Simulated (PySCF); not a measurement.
Al(H)(OH)(OMe) (CH5AlO2), SMILES C[O][AlH][OH].

The structure is a stationary point at PBE-D3(BJ)/def2-SVP. Other conformers were not sampled.

Computed with PBE-D3(BJ)/def2-SVP (PySCF 2.14.0).

Frequencies are harmonic and unscaled.

Computed harmonic wavenumbers and intensities:
```json
[
 {"mode": "1", "ν (cm⁻¹)": "71", "IR (km/mol)": "0.6", "Raman (Å⁴/amu)": "0.1", "depolarisation": "0.75", "moving atoms (share of kinetic energy)": "H 96 %"},
 {"mode": "2", "ν (cm⁻¹)": "89", "IR (km/mol)": "1.9", "Raman (Å⁴/amu)": "1.2", "depolarisation": "0.62", "moving atoms (share of kinetic energy)": "O 41 %, C 31 %, H 25 %"},
 {"mode": "3", "ν (cm⁻¹)": "127", "IR (km/mol)": "0.0", "Raman (Å⁴/amu)": "1.0", "depolarisation": "0.75", "moving atoms (share of kinetic energy)": "O 51 %, H 31 %, Al 10 %, C 8 %"},
 {"mode": "4", "ν (cm⁻¹)": "271", "IR (km/mol)": "52.0", "Raman (Å⁴/amu)": "1.9", "depolarisation": "0.73", "moving atoms (share of kinetic energy)": "O 54 %, Al 26 %, H 19 %"},
 {"mode": "5", "ν (cm⁻¹)": "330", "IR (km/mol)": "194.1", "Raman (Å⁴/amu)": "0.8", "depolarisation": "0.75", "moving atoms (share of kinetic energy)": "H 72 %, O 19 %, Al 9 %"},
 {"mode": "6", "ν (cm⁻¹)": "477", "IR (km/mol)": "52.9", "Raman (Å⁴/amu)": "1.6", "depolarisation": "0.75", "moving atoms (share of kinetic energy)": "H 84 %, Al 14 %"},
 {"mode": "7", "ν (cm⁻¹)": "536", "IR (km/mol)": "101.7", "Raman (Å⁴/amu)": "2.3", "depolarisation": "0.12", "moving atoms (share of kinetic energy)": "H 67 %, O 32 %"},
 {"mode": "8", "ν (cm⁻¹)": "639", "IR (km/mol)": "25.1", "Raman (Å⁴/amu)": "15.1", "depolarisation": "0.44", "moving atoms (share of kinetic energy)": "H 64 %, C 14 %, Al 11 %, O 10 %"},
 {"mode": "9", "ν (cm⁻¹)": "693", "IR (km/mol)": "168.5", "Raman (Å⁴/amu)": "9.5", "depolarisation": "0.11", "moving atoms (share of kinetic energy)": "H 46 %, Al 25 %, O 20 %, C 9 %"},
 {"mode": "10", "ν (cm⁻¹)": "864", "IR (km/mol)": "104.5", "Raman (Å⁴/amu)": "4.1", "depolarisation": "0.40", "moving atoms (share of kinetic energy)": "Al 45 %, O 44 %"},
 {"mode": "11", "ν (cm⁻¹)": "1140", "IR (km/mol)": "29.8", "Raman (Å⁴/amu)": "3.7", "depolarisation": "0.74", "moving atoms (share of kinetic energy)": "H 69 %, C 22 %, O 9 %"},
 {"mode": "12", "ν (cm⁻¹)": "1147", "IR (km/mol)": "0.0", "Raman (Å⁴/amu)": "0.7", "depolarisation": "0.75", "moving atoms (share of kinetic energy)": "H 76 %, C 19 %"},
 {"mode": "13", "ν (cm⁻¹)": "1218", "IR (km/mol)": "298.2", "Raman (Å⁴/amu)": "6.6", "depolarisation": "0.17", "moving atoms (share of kinetic energy)": "O 56 %, C 33 %"},
 {"mode": "14", "ν (cm⁻¹)": "1419", "IR (km/mol)": "0.8", "Raman (Å⁴/amu)": "22.7", "depolarisation": "0.75", "moving atoms (share of kinetic energy)": "H 97 %"},
 {"mode": "15", "ν (cm⁻¹)": "1426", "IR (km/mol)": "1.8", "Raman (Å⁴/amu)": "29.1", "depolarisation": "0.71", "moving atoms (share of kinetic energy)": "H 96 %"},
 {"mode": "16", "ν (cm⁻¹)": "1434", "IR (km/mol)": "23.1", "Raman (Å⁴/amu)": "11.2", "depolarisation": "0.69", "moving atoms (share of kinetic energy)": "H 89 %, C 10 %"},
 {"mode": "17", "ν (cm⁻¹)": "1972", "IR (km/mol)": "102.8", "Raman (Å⁴/amu)": "115.8", "depolarisation": "0.15", "moving atoms (share of kinetic energy)": "H 96 %"},
 {"mode": "18", "ν (cm⁻¹)": "2898", "IR (km/mol)": "111.6", "Raman (Å⁴/amu)": "159.6", "depolarisation": "0.01", "moving atoms (share of kinetic energy)": "H 97 %"},
 {"mode": "19", "ν (cm⁻¹)": "2970", "IR (km/mol)": "60.1", "Raman (Å⁴/amu)": "114.3", "depolarisation": "0.49", "moving atoms (share of kinetic energy)": "H 91 %, C 9 %"},
 {"mode": "20", "ν (cm⁻¹)": "2989", "IR (km/mol)": "40.9", "Raman (Å⁴/amu)": "137.7", "depolarisation": "0.75", "moving atoms (share of kinetic energy)": "H 90 %, C 10 %"},
 {"mode": "21", "ν (cm⁻¹)": "3824", "IR (km/mol)": "56.6", "Raman (Å⁴/amu)": "115.7", "depolarisation": "0.27", "moving atoms (share of kinetic energy)": "H 94 %"}
]
```
